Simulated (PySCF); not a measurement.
Spectrum to structure. Method: TDDFT PBE0/def2-SVPD, vertical, gas phase, core orbitals frozen in the response in PySCF 2.14.0, density-fitted response routines. Geometries: GFN2-xTB, one conformer each.

```json
{"state": "S1", "E (eV)": "4.50", "f": "0.0009"}
{"state": "S2", "E (eV)": "5.09", "f": "0.0004"}
{"state": "S3", "E (eV)": "5.15", "f": "0.823"}
{"state": "S4", "E (eV)": "6.10", "f": "0.0000"}
{"state": "S5", "E (eV)": "6.61", "f": "0.0060"}
{"state": "S6", "E (eV)": "6.82", "f": "0.0000"}
```

Triplets computed (Tamm–Dancoff): 3.12, 3.86 eV.

Orbital energies (eV): HOMO-3 -9.65, HOMO-2 -8.26, HOMO-1 -7.58, HOMO -7.00, LUMO -1.53, LUMO+1 0.28, LUMO+2 0.43.

Task: Which candidate is it? All have the formula C4H6N2O.
A. `CNC1=CN=CO1`
B. `C=NCOCC#N`
C. `C(=C\C=N\[H])/NC=O`

Result: C. Its S1, at 4.50 eV, is the lowest among the candidates; the nearest of the others has S1 at 5.01 eV. S1 is HOMO-1→LUMO (94%). Löwdin shares by element: HOMO carbon 41% or more, nitrogen 35% (atoms not listed hold the other 24%); LUMO carbon 45% or more, nitrogen 18% or more (atoms not listed hold the other 37%). At the same level the other candidates give, for their lowest levels:
- `CNc1cnco1`: 5.26 eV (f 0.008); 5.46 eV (f 0.236); 6.08 eV (f 0.017); 6.16 eV (f 0.003); 6.60 eV (f 0.006); T1 3.81 eV; HOMO -5.87, LUMO 0.35 eV
- `C=NCOCC#N`: 5.01 eV (f 0.001); 6.25 eV (f 0.004); 7.07 eV (f 0.002); 7.09 eV (f 0.001); 7.14 eV (f 0.005); T1 4.21 eV; HOMO -7.57, LUMO -0.61 eV

Conformer computed: `[H]/[N:1]=[CH:2]/[CH:3]=[CH:4]/[NH:5][CH:6]=[O:7]`: N1–C2–C3–C4 180°, C3–C4–N5–C6 180°, C4–N5–C6–O7 0°.
